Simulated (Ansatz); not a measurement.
The cluster Mn6⁺, relaxed as a multiplicity 24 with UKS PBE0-D4/def2-SVP in Ansatz, starting from the GFN1-xTB geometry. Force threshold 0.02 eV/Å.

The charge 1 multiplicity 24 is spin-contaminated (final ⟨S²⟩ up to 148.34, 143.75 for a pure state). The structure comes from a short search, and lower isomers may exist.

Start:

```xyz
6

Mn    0.877    1.180    0.817
Mn    0.540   -1.262    1.096
Mn   -1.429    0.252    0.902
Mn    0.056   -0.113   -1.044
Mn   -1.393   -1.895   -0.315
Mn    1.349    1.839   -1.456
```

(1) Estimate the energy that the relaxation releases and the steps that it takes.

(2) Does the start keep its bonding?

(3) Predict the relaxed structure.

## Answers

(1) 87.8 kcal/mol, in 22 steps; 9.9 min on 4 threads of AMD EPYC 7R43 on a shared host. No frequencies were taken in this run, so the end may be a saddle point.

(2) Bonds formed: Mn3–Mn6 (atoms count from 1).

(3) 
```
atom    x (Å)    y (Å)    z (Å)
 Mn1   1.5151   1.1544   1.2050
 Mn2   0.3198  -1.4356   1.7088
 Mn3  -1.3603   0.6861   0.2968
 Mn4   0.8392  -0.5496  -0.8295
 Mn5  -1.6794  -2.1414  -0.7615
 Mn6   0.3655   2.2861  -1.6195
```
Bond lengths (bridged metal pairs left out): 12 × Mn–Mn 2.74 to 3.26 Å.
